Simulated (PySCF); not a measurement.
The numbers below are computed, except where a source is named.
CH3ClFSi

The system: CH3ClFSi, a small molecule (built as: Si site whose three back bonds go to CH3, F, Cl); neutral, doublet. The structure, one conformer, was relaxed in the gas phase by PBE0-D3(BJ)/def2-SVP. No frequency run checks that it is a minimum.

SMILES: C[Si](F)Cl

```csv
atom,x (Å),y (Å),z (Å)
Si1,0.233,-0.078,1.064
C2,0.253,-0.178,-0.802
F3,0.418,1.484,1.487
Cl4,-1.623,-0.684,1.756
H5,0.079,-1.213,-1.131
H6,1.218,0.168,-1.200
H7,-0.549,0.464,-1.199
```

EPR values by unrestricted B3LYP, IGLO-III on C Cl F Si, pcH-1 on H.

Question: Predict g and the largest hyperfine couplings. Where does the spin sit?

Answer: g = 2.0001, 2.0020, 2.0059. The spin sits on Si1 (80 %, bonded to 1 C + 1 Cl + 1 F) by Mulliken populations.
| atom | isotope | isotropic (MHz) | dipolar, principal values (MHz) |
| --- | --- | --- | --- |
| Si1 | 29Si | -875.7 | -135.4, 67.2, 68.2 |
| F3 | 19F | 204.1 | -114.4, -109.3, 223.7 |
| C2 | 13C | 89.7 | -10.6, -10.0, 20.6 |
| Cl4 | 35Cl | 28.0 | -19.8, -19.3, 39.1 |
| H7 | 1H | 39.7 | -6.0, -0.3, 6.4 |
| H5 | 1H | -8.0 | -6.5, -2.3, 8.7 |

Question: How do the isotropic couplings move with BHandHLYP?

Answer: Si1 -875.7 to -913.2 MHz, F3 204.1 to 229.5 MHz, C2 89.7 to 90.3 MHz, Cl4 28.0 to 30.7 MHz.
